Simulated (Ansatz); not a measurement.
CuSiNH₆⁺, that is Cu(NH3)(SiH3) with one electron fewer. The state is a doublet with charge 1. Geometry PBE0-D4/def2-TZVP, that of the neutral singlet; atoms count from 1.

Cartesian coordinates in Å:
```
Cu -0.035 0.051 0.190
N -0.384 0.567 2.098
H -0.081 1.517 2.285
H 0.109 -0.043 2.742
H -1.372 0.512 2.321
Si 0.359 -0.531 -1.964
H 0.054 -1.963 -2.290
H 1.782 -0.354 -2.408
H -0.433 0.246 -2.975
```

Estimate the Mulliken populations from the PBE0/def2-TZVP orbitals of Ansatz.


```csv
atom,charge (e),spin (α − β),d electrons
Cu1,0.20,0.53,9.83
N2,-0.54,-0.02,–
H3,0.31,0.00,–
H4,0.31,0.00,–
H5,0.31,0.00,–
Si6,0.19,0.40,–
H7,0.07,0.03,–
H8,0.07,0.03,–
H9,0.07,0.03,–
```
Mulliken values and Mayer orders depend strongly on the basis.

Where does the spin sit?

Summed by element: Cu 0.53, N -0.02, H 0.08, Si 0.40, of 1 unpaired in all. Largest on single atoms: Cu1 0.53, Si6 0.40, H9 0.03.

And the Mayer bond orders between bonded heavy atoms (over 0.3)?

Cu1–N2 0.57 (2.01 Å); Cu1–Si6 0.77 (2.27 Å).
